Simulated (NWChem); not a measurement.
System: C4H7 cation

```xyz
11

C     -1.1613     0.8070     0.0014
C     -0.0011     0.0414    -0.0016
C      1.1696     0.7912     0.0014
C     -0.0079    -1.4565     0.0001
H     -2.1554     0.3436     0.0357
H     -1.1225     1.9021    -0.0226
H      2.1576     0.3145     0.0356
H      1.1459     1.8869    -0.0226
H     -0.9430    -1.8541     0.4154
H      0.0889    -1.8327    -1.0312
H      0.8326    -1.8590     0.5816
```
Atoms are numbered in this order, from 1.

Results from NWChem. Medium grid unless said otherwise, to which SCAN and Minnesota functionals are sensitive. All runs use the structure optimised with PBE0/def2-SVP.

**Question.** Order these by “highest occupied level (eV)”, lowest first: HCTH/407/def2-SVP; LRC-wPBEh/def2-SVP; M06/def2-SVP; BLYP/def2-SVP.

**Answer.** LRC-wPBEh/def2-SVP (-16.53), M06/def2-SVP (-14.64), HCTH/407/def2-SVP (-13.81), BLYP/def2-SVP (-13.47)
